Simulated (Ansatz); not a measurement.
```yaml
crystal:
  periodic: [false, false, false]
  atoms:
    - {symbol: Pd, position_ang: [1.403817, 0.249729, 0.149166]}
    - {symbol: Pd, position_ang: [-0.401349, -1.360088, -0.210720]}
    - {symbol: Au, position_ang: [-1.002468, 1.110359, 0.061554]}
basis:
  gaussian: {orbitals: def2-TZVP, initial_orbitals: start.molden}
total_charge: 1
hamiltonian: {xc: pbe}
correlation: {method: rpa}
scf: {omitted_lower_state_checks: [starts]}
```

The file start.molden holds the orbitals of an earlier run on this structure, at another level or in another basis.

```sh
$ ansatz run in.yaml --threads 4 --pin off --events-out ev --progress --plain --max-ram 3916MiB
```

Output, abridged:

```
Functional definition: PBE
1156 factors; integrals over basis functions are off by at most 3.0e-4 eV
mean field evaluation 1: about -10649.4832 eV, gradient 7.1e0 eV
mean field evaluation 2: about -10649.6267 eV, gradient 1.4e-1 eV
mean field evaluation 4: about -10649.6224 eV, gradient 2.0e-3 eV
mean field evaluation 8: about -10649.6224 eV, gradient 1.5e-6 eV
mean field -10649.62239112 eV, -391.3664043004 hartree, gradient 1.4e-6 eV, S^2 0.000000; 0 other end points of the search recorded, 0 dependent functions left out; unrestricted orbitals would lower it
mean field evaluation 16: about -10574.0973 eV, gradient 5.8e0 eV
mean field evaluation 32: about -10576.7159 eV, gradient 5.9e-3 eV
reference -10571.60854088 eV, -388.4994481838 hartree; 27, 27 occupied and 93, 93 virtual orbitals, 1156 factors
Error: the energy between an occupied orbital and the lowest state that it is excited into in its spin channel is -0.2057 eV and must be positive: a state without a gap has no random-phase energy
```

Question: Can the result of this run be used?

Answer: No. The run stopped with an error. The reference has no gap: an occupied orbital lies above an empty one, and the correlation energy can't be formed.
